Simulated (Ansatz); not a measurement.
`Cl[SiH]1[SiH2][GeH2]1` + H–F → `F[SiH]1[SiH2][GeH2]1` + HCl at 298.15 K and 1 bar (ligand exchange at the Si–Cl bond).

Computed with Ansatz on PBE0-D4/def2-TZVP structures; ΔE is electronic, products minus reactants. CCSD(T)/CBS is the MP2 limit (def2-TZVPP, def2-QZVPP) plus CCSD(T) − MP2 in def2-TZVPP, frozen cores. This one scheme is used for every species. For Ge outer-core shells are correlated without core-valence functions, which leaves a few kJ/mol of doubt a bond. Scalar relativity is left out up to krypton.

```
                species  CCSD(T)/CBS energy (Eh)  H − E (kJ/mol)  S (J/(mol·K))
`Cl[SiH]1[SiH2][GeH2]1`              -3117.06300           134.0          369.9
                    H–F               -100.39570            33.5          173.6
 `F[SiH]1[SiH2][GeH2]1`              -2757.08542           136.1          355.4
                    HCl               -460.38127            26.6          186.8
```

H − E and S are ideal-gas, rigid-rotor, harmonic terms from PBE0-D4/def2-TZVP, for one conformer and one mirror image of each species. 1 Eh = 2625.50 kJ/mol, R = 8.31446 J/(mol·K).

Task: By hand: ΔE, ΔH, ΔS and ΔG.

Result: ΔE = (-2757.08542) + (-460.38127) − (-3117.06300) − (-100.39570) = -0.00799 Eh = -21.0 kJ/mol. Δ(H − E) = 136.1 + 26.6 − 134.0 − 33.5 = -4.8, so ΔH = -25.8 kJ/mol. ΔS = 355.4 + 186.8 − 369.9 − 173.6 = -1.3 J/(mol·K). ΔG = -25.8 − 298.15 × (-1.3)/1000 = -25.4 kJ/mol.

Task: By hand: the equilibrium constant, and the temperature at which ΔG would vanish if ΔH and ΔS stayed fixed.

Result: log₁₀ K = −ΔG/(RT ln 10) = 4.4. ΔG = 0 at ΔH/ΔS = 19846 K, far beyond where these terms or the molecules hold.

The number of gas molecules stays the same, so ΔS is small and ΔH decides. A doubt of 5 kJ/mol in ΔE shifts log₁₀ K by 0.9 here. Other conformers and mirror images would add mixing entropy, several J/(mol·K) or more a flexible species. These are equilibria of isolated gas molecules and say nothing of rates. Largest T1 diagnostic: 0.014 (customary marks: 0.02 for closed shells, 0.045 for open ones).
